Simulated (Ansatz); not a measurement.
`[CH3][SbH][OH]` + NH₃ → `[CH3][SbH][NH2]` + H₂O at 400 K and 1 bar (ligand exchange at the Sb–O bond).

Calculated with Ansatz (gas phase, PBE0-D4/def2-TZVP geometries, no zero-point term in ΔE). CCSD(T)/CBS is the MP2 limit (def2-TZVPP, def2-QZVPP) plus CCSD(T) − MP2 in def2-TZVPP, frozen cores. This one scheme is used for every species. Elements past krypton have def2 core potentials. For Sb outer-core shells are correlated without core-valence functions, which leaves a few kJ/mol of doubt a bond. One conformer a species, not always the lowest.

```tsv
species	CCSD(T)/CBS energy (Eh)	H − E (kJ/mol)	S (J/(mol·K))
`[CH3][SbH][OH]`	-356.25469	174.4	344.9
NH₃	-56.50880	104.2	203.1
`[CH3][SbH][NH2]`	-336.37630	207.7	349.1
H₂O	-76.37941	69.8	198.6
```

H − E and S are ideal-gas, rigid-rotor, harmonic terms from PBE0-D4/def2-TZVP, for one conformer and one mirror image of each species. 1 Eh = 2625.50 kJ/mol, R = 8.31446 J/(mol·K).

Problem. By hand: ΔE, ΔH, ΔS and ΔG.

Solution. ΔE = (-336.37630) + (-76.37941) − (-356.25469) − (-56.50880) = 0.00778 Eh = 20.4 kJ/mol. Δ(H − E) = 207.7 + 69.8 − 174.4 − 104.2 = -1.1, so ΔH = 19.3 kJ/mol. ΔS = 349.1 + 198.6 − 344.9 − 203.1 = -0.3 J/(mol·K). ΔG = 19.3 − 400 × (-0.3)/1000 = 19.4 kJ/mol.

Problem. By hand: the equilibrium constant, and the temperature at which ΔG would vanish if ΔH and ΔS stayed fixed.

Solution. log₁₀ K = −ΔG/(RT ln 10) = -2.5. ΔH and −TΔS have one sign here, so there is no such temperature.

The number of gas molecules stays the same, so ΔS is small and ΔH decides. A doubt of 5 kJ/mol in ΔE shifts log₁₀ K by 0.7 here. Other conformers and mirror images would add mixing entropy, several J/(mol·K) or more a flexible species. These are equilibria of isolated gas molecules and say nothing of rates. Largest T1 diagnostic: 0.013 (customary marks: 0.02 for closed shells, 0.045 for open ones).

ΔS is within the doubt of such terms, so its sign, and with it that verdict, could turn.
